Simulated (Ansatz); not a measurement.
```xyz
9

C     0.0000   -0.4146   -0.3535
C     0.0000   -0.4345    1.1567
O     0.0000    0.9232   -0.7809
H    -0.8892   -0.9616   -0.7300
H     0.8892   -0.9616   -0.7300
H     0.0000   -1.4668    1.5374
H     0.8896    0.0825    1.5468
H    -0.8896    0.0825    1.5468
H     0.0000    0.9341   -1.7424
```

Basis set: cc-pVDZ (spherical functions). Correlated methods keep 3 orbitals frozen. Charge 0, multiplicity 1.

Computed with Ansatz (development build ahead of 0.2.0); each method stands on the lowest determinant of its kind that the runs found. Restricted open shells among the atoms or ions are ROHF, correlated in semicanonical orbitals with singles.

The atomization energy at this shape (free ground-state atoms in the same class of orbitals less the molecule, no zero-point energy) of singlet C2H6O:

| method | atomization energy |
| --- | --- |
| RHF-MP2 | 32.85 eV |

(1) What does RHF give?

Results:

(1) 25.69 eV.
